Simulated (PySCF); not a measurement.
A geometry optimisation on `FB(F)[SiH2]C#C[SiH3]`.

Computed with PBE0-D3(BJ)/def2-SVP geometry optimisation, gas phase (PySCF 2.14.0). Start geometry: GFN2-xTB. The command runs a driver script over a list of jobs; the input below is this job's line of settings and its coordinates in Å.

Command:
```bash
OMP_NUM_THREADS=1 python probes_run.py task.json out
```

Input:
```
{"job": {"xc": "PBE0", "basis": "def2-SVP", "d3": "d3bj", "grid": 1, "shake": 0.01, "kind": "geom"}, "charge": 0, "multiplicity": 1}
F     -3.811090    -0.413780     0.649680
B     -2.880220    -0.243580    -0.256500
F     -3.119210     0.798630    -1.046230
Si    -1.260460    -1.428640    -0.410010
C      0.235970    -0.424130    -0.169840
C      1.222780     0.270260     0.002420
Si     2.750110     1.300190     0.254100
H     -1.252960    -2.492300     0.600600
H     -1.174480    -2.060860    -1.710320
H      3.336230     0.923040     1.547170
H      3.651670     1.031490    -0.845160
H      2.341350     2.711420     0.272240
```

Output:
```
step   0  E = -881.81982888  max force = 0.022328
step   1  E = -881.82339832  max force = 0.004804
step   2  E = -881.82367881  max force = 0.002296
step   3  E = -881.82373884  max force = 0.002105
step   4  E = -881.82378582  max force = 0.001265
step   5  E = -881.82368522  max force = 0.002135
step   6  E = -881.82368589  max force = 0.002533
step   7  E = -881.82373642  max force = 0.002183
step   8  E = -881.82379258  max force = 0.001466
step   9  E = -881.82384667  max force = 0.000757
step  10  E = -881.82387066  max force = 0.001126
step  11  E = -881.82388538  max force = 0.000987
step  12  E = -881.82390087  max force = 0.000405
step  13  E = -881.82390958  max force = 0.000280
optimisation converged
```

Energies in Eh; «max force» is the largest Cartesian gradient component in Eh/bohr.

How much energy does the optimisation release, in kJ/mol?

E(step 0) − E(last step) = 0.004081 Eh, which is 10.7 kJ/mol.

Summary of the converged run: final energy -881.82391 Eh after 13 steps; dipole 0.71 D.

Give the final coordinates.

0.095 Å rms from the input after alignment:
```
atom  x, y, z in Å
F1    -3.7942   -0.6910    0.9867
B2    -2.8903   -0.3457    0.0927
F3    -3.1118    0.7686   -0.5722
Si4   -1.2416   -1.4784   -0.2745
C5     0.2412   -0.4000   -0.1916
C6     1.2239    0.3281   -0.1301
Si7    2.7160    1.3947   -0.0437
H8    -1.1173   -2.5793    0.7240
H9    -1.3358   -2.0671   -1.6453
H10    3.4589    1.0972    1.2147
H11    3.5894    1.1101   -1.2185
H12    2.3063    2.8284   -0.0582
```

The run took 1.7 min on an Arm Neoverse V1 with one thread, no GPU, shared host with 32 logical CPUs at a one-minute load of 28, and the process peaked at 0.53 GiB of memory.
Labels such as C1 count atoms from 1, the log's own numbers from 0.
